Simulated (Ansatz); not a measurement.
Consider the ligand exchange at a Ge–C bond: `C[CH]([SiH3])[GeH3]` + `SS` → `S[S][GeH3]` + `CC[SiH3]`.

Gas-phase electronic energies from Ansatz, PBE0-D4/def2-TZVP geometries. CBS: MP2 limit from def2 TZ/QZ plus the TZ coupled-cluster correction, frozen cores. This one scheme is used for every species. Functionals use def2-TZVPP. For Ge outer-core shells are correlated without core-valence functions, which leaves a few kJ/mol of doubt a bond. Scalar relativity is left out up to krypton. Each species was taken in one conformer, which may not be the lowest.

```json
{"level": "ωB97X-V", "ΔE (kJ/mol)": "-58.8"}
{"level": "MP2/def2-TZVPP", "ΔE (kJ/mol)": "-54.8"}
```

**Question.** What does CCSD(T)/CBS give? (Estimate.)

**Answer.** Ansatz gave: -54.1 kJ/mol. The listed levels differ from it by -4.7, -0.7 kJ/mol.

Largest T1 diagnostic among the species: 0.012.

The D4 term adds +4.4 kJ/mol with B3LYP and +2.6 kJ/mol with PBE0; it sums over pairs of atoms, weighted by their polarisabilities, and B3LYP, whose exchange is more repulsive, gets the larger term. In def2-TZVPP, CCSD(T) changes the Hartree–Fock value by +16.3 kJ/mol (the triples alone add +0.7 kJ/mol) and MP2 by +15.3 kJ/mol.

B3LYP here is the variant with VWN-RPA as its local correlation; programs differ in this.
